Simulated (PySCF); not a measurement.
A geometry optimisation on `C#C[C@@H]1C[C@H]2C=C[C@]1(C)CC2`.

Method: PBE0-D3(BJ)/def2-SVP geometry optimisation, gas phase (PySCF 2.14.0). Start geometry: GFN2-xTB. A driver script takes a list of jobs; this job's settings line and coordinates (Å) are shown.

Input:
```
{"job": {"xc": "PBE0", "basis": "def2-SVP", "d3": "d3bj", "grid": 1, "kind": "geom"}, "charge": 0, "multiplicity": 1}
C      0.317467     1.037158    -3.056883
C      0.610106     0.790869    -1.922535
C      0.955438     0.465499    -0.553071
C      1.387621    -1.010674    -0.428924
C      0.507931    -1.718158     0.613666
C      0.585298    -0.938266     1.888025
C      0.201708     0.324502     1.776861
C     -0.240827     0.736277     0.404756
C     -0.669832     2.196882     0.343462
C     -1.390065    -0.203090    -0.013279
C     -0.946157    -1.666918     0.113754
H      0.071557     1.262171    -4.051638
H      1.779327     1.122736    -0.251602
H      2.434310    -1.074043    -0.127213
H      1.284437    -1.515273    -1.391261
H      0.831863    -2.754015     0.739292
H      0.928345    -1.396650     2.801324
H      0.192622     1.036913     2.586019
H     -1.514800     2.370220     1.006839
H      0.147680     2.847304     0.649426
H     -0.962695     2.465648    -0.669321
H     -1.673738     0.027950    -1.040937
H     -2.252799    -0.006257     0.625455
H     -1.585064    -2.202977     0.817375
H     -1.010669    -2.173661    -0.850458
```

Output:
```
step   0  E = -426.72144560  max force = 0.022426
step   1  E = -426.72435793  max force = 0.003556
step   2  E = -426.72439938  max force = 0.000588
step   3  E = -426.72440925  max force = 0.000529
step   4  E = -426.72441629  max force = 0.000509
step   5  E = -426.72441873  max force = 0.000279
optimisation converged
```

Energies in Eh; «max force» is the largest Cartesian gradient component in Eh/bohr.

Give the first gradient maximum in eV/Å.

With 1 Eh/bohr = 51.422 eV/Å, 1.153 eV/Å.

Summary of the converged run: final energy -426.72442 Eh after 5 steps; dipole 0.56 D.

Give the final coordinates.

0.049 Å rms from the input after alignment:
```
atom  x, y, z in Å
C1     0.2182    1.1290   -3.3096
C2     0.4763    0.8408   -2.1607
C3     0.7861    0.4855   -0.7800
C4     1.2227   -0.9999   -0.6426
C5     0.3566   -1.6951    0.4210
C6     0.4520   -0.8990    1.6912
C7     0.0577    0.3730    1.5660
C8    -0.4141    0.7726    0.1899
C9    -0.8528    2.2256    0.1219
C10   -1.5593   -0.1885   -0.2026
C11   -1.1059   -1.6534   -0.0648
H12   -0.0013    1.3882   -4.3283
H13    1.6138    1.1375   -0.4542
H14    2.2844   -1.0548   -0.3628
H15    1.1125   -1.5188   -1.6065
H16    0.6882   -2.7349    0.5564
H17    0.8123   -1.3345    2.6269
H18    0.0593    1.0947    2.3880
H19   -1.6871    2.4078    0.8169
H20   -0.0274    2.9010    0.3978
H21   -1.1852    2.4918   -0.8921
H22   -1.8683    0.0386   -1.2351
H23   -2.4242    0.0204    0.4449
H24   -1.7447   -2.1988    0.6456
H25   -1.1782   -2.1797   -1.0300
```

The run took about 6 min of CPU time (one thread, shared machine).
Labels such as C1 count atoms from 1, the log's own numbers from 0.
